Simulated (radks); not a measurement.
Hg III, 78 electrons, occupied as [Xe] 4f13 5d10 6p1 (not the ground configuration).

Method: scalar-relativistic Kohn-Sham, PBE, spin-polarised, spherical densities, finite nucleus; open shells are filled with parallel spins first (spin-orbit coupling, left out, can overturn this in heavy ions); Fermi nuclear charge, rms radius 5.4648 fm; computed with a radial shooting solver on a logarithmic mesh with Libxc functionals.

Energy parts (hartree):
part                       energy
total                 -19612.9261
kinetic                22004.1067
electron-nucleus      -48749.1972
Hartree                 7500.8185
exchange-correlation    -368.6541

Orbitals (lengths in bohr, moments of r in powers of bohr; <r^-3> diverges for s and p1/2; r(90%) holds 90 % of the orbital's charge):
orbital  occ.  eigenvalue (hartree)  r(90%)  <r^-3>
1s up       1             -3056.587  0.0304       -
1s down     1             -3056.587  0.0304       -
2s up       1             -542.9686   0.109       -
2s down     1             -542.9674   0.109       -
2p up       3             -468.5751   0.103   26780
2p down     3             -468.5739   0.103   26780
3s up       1             -130.0457   0.265       -
3s down     1             -130.0159   0.265       -
3p up       3             -108.5399   0.272    6153
3p down     3             -108.5095   0.272    6155
3d up       5             -85.86046   0.256   758.6
3d down     5             -85.83717   0.256   758.9
4s up       1             -29.70654   0.571       -
4s down     1             -29.65700   0.571       -
4p up       3             -22.62884   0.614    1504
4p down     3             -22.58133   0.614    1503
4d up       5             -14.22490   0.664   163.5
4d down     5             -14.17857   0.665   163.3
5s up       1              -5.42244    1.27       -
5s down     1              -5.40567    1.27       -
4f up       7              -4.91797   0.753   32.65
4f down     6              -4.87061   0.755   32.59
5p up       3              -3.47373    1.47   273.6
5p down     3              -3.46161    1.47   272.5
5d up       5              -1.28297    2.07   18.37
5d down     5              -1.27082    2.06   18.46
6p up       1              -0.63222    4.20   27.58
6p down     0              -0.59667    4.15   28.27

The highest occupied level is 6p up at -17.204 eV. The density falls to 0.001 e/bohr^3 at r = 3.96 bohr.
